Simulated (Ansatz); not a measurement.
`COB1C=C1F`, relaxed with RKS PBE-D4/def2-SVP in Ansatz from a rough embedded geometry. The force threshold is 0.03 eV/Å; the program also tests the step.

Total charge 0; spin multiplicity 1.

Start:

```xyz
10

C    -1.527   -0.422    0.833
O    -0.201   -0.328    1.259
B     0.671    0.039    0.109
C     1.610   -0.373   -0.981
C     1.397    1.014   -0.720
F     1.695    2.337   -0.987
H    -2.169   -0.652    1.651
H    -1.613   -1.172    0.019
H    -1.852    0.652    0.441
H     1.989   -1.095   -1.624
```

```
step  energy (eV)  largest force (eV/Å)  largest move (Å)
   1   -8598.0209                 3.601             0.000
   2   -8598.6824                 1.516             0.119
   3   -8598.8721                 0.890             0.192
   4   -8598.9225                 0.335             0.096
   5   -8598.9916                 0.612             0.197
   6   -8599.0545                 0.861             0.197
   7   -8599.1497                 0.530             0.200
   8   -8599.1985                 0.430             0.200
   9   -8599.2075                 0.293             0.091
  10   -8599.2149                 0.195             0.051
  11   -8599.2185                 0.156             0.042
  12   -8599.2202                 0.036             0.036
  13   -8599.2205                 0.022             0.013
```

End:

```xyz
10

C    -1.637   -0.336    0.845
O    -0.416   -0.964    0.466
B     0.554   -0.282   -0.174
C     1.923   -0.260   -0.818
C     1.220    0.901   -0.802
F     1.384    2.153   -1.218
H    -1.827   -0.530    1.921
H    -2.475   -0.770    0.261
H    -1.612    0.761    0.675
H     2.886   -0.673   -1.156
```

Hardware: 4 threads of an Arm Neoverse V1 on a shared host. Wall time 16 s, peak host memory 0.15 GiB.
